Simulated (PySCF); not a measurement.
Compound: C₃H₈F₃NSi₂.
InChI=1S/C3H8F3NSi2/c4-3(5,6)2-1-8-7-9-2/h2,7H,1,8-9H2/t2-/m0/s1

Computed, not measured: TDDFT wB97X-D/def2-SVPD, vertical, gas phase, core orbitals frozen in the response (PySCF). One conformer (not necessarily the lowest) at the PBE0-D3(BJ)/def2-SVP geometry, without solvent, vibrations or thermal averaging.

Computed states:

```tsv
state	E (eV)	f
S1	6.46	0.0072
S2	7.15	0.017
S3	7.51	0.0008
S4	8.00	0.0044
S5	8.11	0.0091
S6	8.15	0.0054
S7	8.42	0.0031
S8	8.43	0.025
S9	8.64	0.0084
S10	8.74	0.091
```

Each state is given a Gaussian of 0.4 eV full width at half maximum, with ε(max) = 2.175×10⁸ f / Δν̃ (Δν̃ the width in cm⁻¹). The width is an assumption, not a result. The curve ends short of the highest state used, and states not computed would add to its high-energy end.

**Question.** What does the envelope look like, and where are its maxima?

**Answer.** 
(E (eV), ε (L mol⁻¹ cm⁻¹)): (5.86, 1), (5.96, 6), (6.06, 29), (6.16, 99), (6.26, 238), (6.36, 404), (6.46, 486), (6.56, 416), (6.65, 281), (6.75, 192), (6.85, 284), (6.95, 587), (7.05, 959), (7.15, 1125), (7.25, 942), (7.35, 577), (7.45, 279), (7.54, 143), (7.64, 110), (7.74, 199), (7.84, 452), (7.94, 859), (8.04, 1295), (8.14, 1656)

Maxima: 192 nm (6.46 eV), ε about 490, made up of S1 (100%); 173 nm (7.15 eV), ε about 1100, made up of S2 (99%) (ε in L mol⁻¹ cm⁻¹; maxima over ε = 5, shares over 10%). At its high-energy end, 8.14 eV, the curve is still rising (ε about 1700, from S4, S5, S6 and S8).

**Question.** Coming from long wavelengths, where does ε first pass 100 L mol⁻¹ cm⁻¹?

**Answer.** At about 201 nm (6.16 eV), 0.30 eV below S1.

**Question.** On this curve, what absorbance would a 10⁻⁵ mol/L sample give at 193 nm over a 1 cm path?

**Answer.** 193 nm is 6.424 eV, where ε is about 470 L mol⁻¹ cm⁻¹, so A = ε c l ≈ 0.0047 (Beer–Lambert, with the gas-phase spectrum and the assumed width).

**Question.** What would ε be at 7.15 eV, the highest of these maxima, with half the width (0.2 eV)?

**Answer.** About 2230 L mol⁻¹ cm⁻¹ against 1120, a factor of about 1.99; a lone state at its own centre would give exactly 2.

The vertical ionisation energy (ΔSCF) is 9.66 eV, 0.92 eV above S10.
